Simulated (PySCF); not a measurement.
# Working with the constants of CdB

CAM-B3LYP constants of CdB, ²Π (doublet), unpaired electrons π ↑ (PySCF, scalar-relativistic core potentials, basis sets Cd def2-TZVPP with ECP28, B def2-TZVPP; masses 113.9034 and 11.0093 u):

| Quantity | Value |
| --- | --- |
| ωe | 195.9 cm⁻¹ |
| ωexe | 5.74 cm⁻¹ |
| Be | 0.26389 cm⁻¹ |
| αe | 0.00772 cm⁻¹ |
| D (centrifugal) | 1.92e-06 cm⁻¹ |
| De to Cd + B | 0.203 eV |

**Question.** Give the vibrational terms G(v) and spacings up to v = 4.

**Answer.** G(v) = ωe(v+½) − ωexe(v+½)².

```
v  G(v) (cm⁻¹)  G(v) − G(v−1)  Bv (cm⁻¹)
0           97                    0.2600
1          281            184     0.2523
2          454            173     0.2446
3          615            161     0.2369
4          765            150     0.2292
```

**Question.** How well does the Morse estimate ωe²/(4ωexe) reproduce De, and what is D0?

**Answer.** It gives 0.207 eV, 102 % of the computed De. D0 = De − G(0) = 0.203 − 0.012 = 0.191 eV.

The bond is weak. Basis-set superposition, not corrected here, can be much of De in a small basis, most of all at correlated wavefunction levels. Functionals without a dispersion term scatter widely for such bonds, and LDA overbinds them. Spin–orbit coupling is left out. The state is the lowest determinant that a PBE0 search found; another state may lie lower at other levels.
